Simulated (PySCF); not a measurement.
**Ionising SbF**

PBE0; basis Sb x2c-SVPall, F x2c-SVPall; spin-free X2C with a Gaussian nucleus; PySCF 2.14. Neutral (UKS): triplet (π ↑↑), Re = 1.942 Å, ωe = 630 cm⁻¹, De = 3.84 eV, HOMO -6.27 eV, LUMO -2.70 eV.

SbF⁺ (UKS): doublet (π ↑), Re = 1.880 Å, ωe = 725 cm⁻¹, De = 4.05 eV to Sb⁺ + F. The energies at the minima are -6579.44554 hartree for SbF and -6579.12112 for SbF⁺.

(1) Work out the adiabatic ionisation energy, without and with harmonic zero-point energies (1 hartree = 27.2114 eV, 1 eV = 8065.5 cm⁻¹), and the change of the bond length.

Spin–orbit coupling is left out, which matters for elements this heavy, above all for dissociation energies. For an ion De counts to the pair picked by the measured ionisation energies or electron affinities, which need not be the lowest pair at this level. States were picked by a PBE0 search and need not be the measured ground states.

Answers

(1) At PBE0: 0.32442 hartree = 8.828 eV between the minima; the zero-point term (725.0 − 630.0)/2 cm⁻¹ = +0.006 eV makes it 8.834 eV. Re changes by -6.2 pm against the neutral. The electron leaves a π orbital, and the shorter bond of the ion fits an antibonding orbital, or a change in how ionic the bond is.
